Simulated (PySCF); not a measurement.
# Ionisation energy of Er⁴¹⁺ by level of theory

Er⁴¹⁺ [Ar] 3d9 [3d3/2^4 3d5/2^5, M_J = 5/2] → Er⁴²⁺ [Ar] 3d8 [3d3/2^4 3d5/2^4, M_J = 4], as a difference of total energies. Computed with PySCF 2.14 in an uncontracted even-tempered set (16 s from 8.9 bohr⁻², ratio 2.8; 13 p from 12 bohr⁻², ratio 2.8; 8 d from 12 bohr⁻², ratio 2.8; 3 f from 45 bohr⁻², ratio 3), with the two-component X2C-1e Hamiltonian. Correlated levels: [Ne] frozen; the 80 highest virtual spinors dropped. "Screened" scales the spin-orbit matrix elements by Boettger's factors to mimic the two-electron term; Breit and QED terms are absent.

| method | ionisation energy (eV) |
| --- | --- |
| GHF (spin-free) | 3282.6 |
| GMP2 (spin-free) | 3284.0 |
| GHF (screened spin-orbit) | 3266.3 |
| GMP2 (screened spin-orbit) | 3267.7 |

Breit and QED terms and the two-electron picture change are absent.

The spin-free rows relax to the high-spin LS determinant and lack the spin-orbit shift.

The labels give the starting determinants; with spin-orbit coupling the two ends relaxed to ⟨J²⟩ = 8.75, ⟨L²⟩ = 6.04, ⟨S²⟩ = 0.79 and ⟨J²⟩ = 20.00, ⟨L²⟩ = 12.96, ⟨S²⟩ = 1.81.

For comparison: 3265 ± 4 eV (theoretical estimate listed by NIST; NIST Atomic Spectra Database, ionization energies).
